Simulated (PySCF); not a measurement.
**`c1(O)ccc(Cl)s1`, C4H3ClOS**

Geometry (Å), atoms numbered from 1 in this order:
```xyz
10

O    -2.128    0.476    0.118
C    -0.792    0.358    0.060
C    -0.099   -0.815   -0.054
C     1.312   -0.614   -0.094
C     1.663    0.701   -0.010
Cl    3.235    1.379   -0.018
S     0.272    1.738    0.121
H    -2.388    1.398    0.207
H    -0.594   -1.785   -0.107
H     2.048   -1.414   -0.181
```

Computed with quadratic response wB97X-D/aug-cc-pVDZ first hyperpolarisability, Taylor convention, gas phase in PySCF 2.14.0. Geometry: PBE0-D3(BJ)/def2-SVP.

(1) Give the tensor of the static β(0;0,0) in the axes of these coordinates.

## Answers

(1) In au, Taylor convention; rows are the first index (the induced dipole):
```
       xx     yy    zz     xy    xz    yz
x  -123.6  +22.4  -2.3   -1.4  +4.2  +2.0
y    -1.4  +14.8  +1.7  +22.4  +2.0   0.0
z    +4.2    0.0  +0.5   +2.0  -2.3  +1.7
```
Norm of βᵢ = ⅓ Σⱼ (βᵢⱼⱼ + βⱼᵢⱼ + βⱼⱼᵢ): 104.7 au, hyper-Rayleigh value 49.6 au.
